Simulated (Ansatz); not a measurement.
`B[CH2][AlH][OH]` + `N[SiH2]F` → `BN[SiH2]F` + `[CH3][AlH][OH]`  (ligand exchange at a B–C bond)

Gas-phase electronic energies from Ansatz, PBE0-D4/def2-TZVP geometries. CBS: MP2 limit from def2 TZ/QZ plus the TZ coupled-cluster correction, frozen cores. Functionals use def2-TZVPP. One conformer a species, not always the lowest.

`B[CH2][AlH][OH]`:

Cartesian coordinates in Å:
```
B 0.209 -0.095 -1.637
C -0.289 0.860 -0.580
Al 0.268 -0.039 1.085
O -0.825 -1.162 1.726
H -0.484 -0.989 -2.034
H 1.344 -0.034 -2.027
H -1.372 0.948 -0.448
H 0.232 1.819 -0.487
H 1.605 0.317 1.852
H -0.689 -1.625 2.551
```

`N[SiH2]F`:

Cartesian coordinates in Å:
```
N 0.762 0.280 -0.662
Si -0.550 -0.134 0.329
F -0.144 -0.788 1.737
H 1.313 1.106 -0.499
H 1.270 -0.410 -1.190
H -1.358 -1.156 -0.372
H -1.293 1.102 0.657
```

`BN[SiH2]F`:

```xyz
9

B     1.160    1.015   -0.194
N     0.359   -0.081   -0.549
Si   -1.003   -0.659    0.341
F    -0.606   -1.937    1.213
H     0.887    1.628    0.798
H     2.090    1.321   -0.882
H     0.613   -0.583   -1.389
H    -2.054   -1.110   -0.599
H    -1.446    0.407    1.260
```

`[CH3][AlH][OH]`:

Z-matrix (Å, degrees):
```
C
Al 1 1.941
H 1 1.092 2 111.9
H 1 1.095 2 111.0 3 120.7
H 1 1.095 2 111.2 3 -121.1
O 2 1.701 1 117.6 3 -3.3
H 2 1.589 1 124.2 3 176.8
H 6 0.956 2 122.5 1 -179.8
```

| level | ΔE (kJ/mol) |
| --- | --- |
| PBE0-D4 | -87.7 |
| r2SCANh-D4 | -88.4 |
| BHLYP-D4 | -96.1 |
| revPBE | -86.4 |
| LC-ωPBE | -89.1 |
| RPA@PBE/def2-TZVPP | -93.9 |
| CCSD/def2-SVP | -106.1 |
| MP2/CBS(def2) | -90.3 |

(1) What does CCSD(T)/CBS give? (Estimate.)

(2) What do rigid-rotor, harmonic-oscillator terms from PBE0-D4/def2-TZVP frequencies (298.15 K, 1 bar) make of the CCSD(T)/CBS value? (An estimate is asked.)

Largest T1 diagnostic among the species: 0.013.

## Answers

(1) Ansatz gave: -91.1 kJ/mol. The listed levels differ from it by 3.4, 2.7, -5.0, 4.7, 2.0, -2.8, -15.0, 0.8 kJ/mol.

(2) The calculation gave: ΔZPE = +2.6 kJ/mol, ΔH = -89.2 kJ/mol, ΔS = 0 J/(mol·K), ΔG = -89.2 kJ/mol. Modes under 50 cm⁻¹ make the entropy rough.

At CCSD(T), def2-SVP lies −14.7 kJ/mol from the extrapolated value and def2-TZVPP −2.0 kJ/mol. Leaving LDA and LC-ωPBE aside and taking each functional with its dispersion term where it has one, the values, not all of them listed here, spread over 9.7 kJ/mol, from BHLYP-D4 to PBE-D4.
